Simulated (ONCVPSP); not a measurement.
## Transferability test, ONCV potential for O (Z = 8)

ONCVPSP 4.0.1 input, shortened (lines: element, Z, core and valence counts, functional; n l f; lmax; l rc ep ncon nbas qcut; lloc lpopt rc5 dvloc0; l nproj debl; icmod fcfact rcfact), PBE, scalar-relativistic:

```
  O 8.00    1    2        4      upf
    1    0    2.00
    2    0    2.00
    2    1    4.00
    2
    0    0.80    0.00    4    9    9.20
    1    1.35    0.00    3    7   12.50
    2    1.30    0.46    4    9    6.60
    0    5    0.80    0.00
    0    0    1.60
    1    2    2.00
    2    2    1.60
    3    2.25    1.25
```

Energies are relative to the spin-unpolarised reference configuration 2s2 2p4; without spin polarisation the order of configurations can differ from experiment.

Q: Give the all-electron excitation energy and the error of the potential for: 2s2 2p3; 2s2 2p2; 2s2 2p1; 2s1 2p5.

A:

```
valence configuration  charge  ΔE all-electron (eV)  error AE − PS (meV)
              2s2 2p3      +1                16.431                 +9.6
              2s2 2p2      +2                50.017                  +90
              2s2 2p1      +3               103.885                 +395
              2s1 2p5       0                14.950                 +9.8
```

Levels in the configuration 2s2 2p3:

| level | all-electron (eV) | pseudo (eV) |
| --- | --- | --- |
| 2s | -39.664 | -39.666 |
| 2p | -24.450 | -24.420 |
